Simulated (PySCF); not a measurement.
CH3IOSi, neutral, multiplicity 1. Atoms are numbered in the order given.

```xyz
7

Si     1.2860     1.0626     0.0000
I     -0.1365    -1.0418     0.0000
O      0.1686     2.2641     0.0000
C     -1.2232     2.4491     0.0000
H     -1.7560     1.4842     0.0000
H     -1.5117     3.0235    -0.8932
H     -1.5117     3.0235     0.8932
```
Charge 0, spin multiplicity 1.

The structure is a stationary point at PBE0-D3(BJ)/def2-SVP. The def2 effective core potentials stand for the cores of I; spin–orbit coupling is left out. Other conformers were not sampled.

Level of theory: PBE/def2-TZVP run with PySCF.

Symmetry labels are those of the subgroup Cs that the program uses (full group Cs).

Computed valence orbital energies around the gap with their symmetry:
```
orbital  symmetry  energy (eV)
-------  --------  -----------
HOMO−7         A"       -11.53
HOMO−6         A'       -11.53
HOMO−5         A'        -9.84
HOMO−4         A"        -8.04
HOMO−3         A'        -7.83
HOMO−2         A"        -6.63
HOMO−1         A'        -6.58
HOMO           A'        -6.08
LUMO           A"        -2.97
LUMO+1         A'        -1.11
LUMO+2         A'        -0.31
LUMO+3         A'         0.76
```
